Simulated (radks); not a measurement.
The numbers below are computed, except where a source is named.
The nitrogen anion N2-, [He] 2s2 2p5, held by a Watson sphere: a shell of charge +2 at radius R that stands for the Madelung well of a crystal (potential energy -2/R inside, -2/r outside, in hartree with lengths in bohr). Code: a radial shooting solver on a logarithmic mesh with Libxc functionals. Model: non-relativistic Kohn-Sham, LDA (Slater exchange, VWN5 correlation), spin-polarised, spherical densities, point nucleus; open shells are filled with parallel spins first. Response by self-consistent Sternheimer equations with the Hartree and adiabatic LDA kernel. The sphere does not respond.

R (bohr),e(2s down) (eV),e(2p up) (eV),e(2p down) (eV),<r> 2p (bohr),sum of <r^2> (bohr^2),X-ray form factor at sin(theta)/lambda = 0.1 1/angstrom,alpha (bohr^3)
1.65,-18.941,-8.752,-7.713,1.606,20.78,7.672,12.67
2.24,-16.611,-6.969,-6.027,1.807,25.61,7.432,22.17
2.44,-15.967,-6.448,-5.527,1.874,27.25,7.358,26.74
2.7,-15.235,-5.837,-4.936,1.960,29.41,7.269,34.06
3.32,-13.898,-4.664,-3.783,2.176,34.79,7.081,60.30
3.52,-13.565,-4.363,-3.480,2.251,36.63,7.026,72.45
